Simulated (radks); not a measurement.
Initial-state core-level shifts of neutral thallium when its valence configuration changes from [Hg] 6p1. Calculated with a radial shooting solver on a logarithmic mesh with Libxc functionals: scalar-relativistic Kohn-Sham, SCAN, spin-polarised, spherical densities, finite nucleus; open shells are filled with parallel spins first (spin-orbit coupling, left out, can overturn this in heavy ions); meta-GGA in the generalised Kohn-Sham scheme; Fermi nuclear charge, rms radius 5.4759 fm. Shifts are changes of the shell-averaged eigenvalues in eV (positive: less bound); the change of the density at the nucleus, which sets a Mossbauer isomer shift, is in e/bohr^3, on a base of 2.719e+06.

valence                          2s       2p       3s       4d  density at nucleus
[Xe] 4f14 5d9 6s2 6p2        -5.840   -5.833   -5.769   -5.698               +80.1
[Xe] 4f12 5d10 6s2 6p3      -42.510  -42.182  -46.803  -37.909              +541.5
[Xe] 4f14 5d10 6s1.5 6p1.5   -0.888   -0.887   -0.897   -0.902               -91.5
[Xe] 4f13 5d10 6s2 6p2      -20.845  -20.687  -22.968  -18.732              +263.1
[Xe] 4f14 5d10 6s1 6p2       -1.503   -1.502   -1.527   -1.542              -207.1
[Xe] 4f12 5d10 6p5          -46.136  -45.803  -50.466  -41.576                +3.4
[Xe] 4f13 5d10 6s1 6p3      -22.079  -21.918  -24.228  -20.002               +22.1
[Xe] 4f14 5d8 6s2 6p3       -11.628  -11.611  -11.461  -11.293              +166.8
